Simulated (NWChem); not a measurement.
Molecule: C$_{4}$H$_{4}$F$_{2}$; SMILES C(/F)(C=C)=C/F

```xyz
10

C     -0.0490     2.4438     0.0000
C     -0.6907     1.2689     0.0000
C     -0.0182    -0.0145     0.0000
F      1.3132     0.0112     0.0000
C     -0.6582    -1.1933     0.0000
F     -0.0121    -2.3477     0.0000
H      1.0425     2.4897     0.0000
H     -0.5996     3.3863     0.0000
H     -1.7845     1.2309     0.0000
H     -1.7469    -1.2736     0.0000
```
Atoms are numbered in this order, from 1.

All runs use the structure optimised with PBE0/def2-SVP.

Problem. Give the principal values of the shielding tensors (ppm) of C1, C2, C3, F4, C5 from B3LYP/6-31G* (spherical d), GIAO (NWChem), with their diamagnetic and paramagnetic parts as GIAO splits them.

Solution. 
```tsv
atom	σ11	σ22	σ33	isotropic	diamagnetic	paramagnetic
C1	-18.1	79.1	178.8	80.0	258.5	-178.6
C2	-30.2	84.2	161.1	71.7	257.3	-185.6
C3	-15.4	62.7	100.1	49.2	247.7	-198.5
F4	272.7	295.2	470.7	346.2	476.2	-130.0
C5	-5.8	79.9	96.8	57.0	255.4	-198.4
```
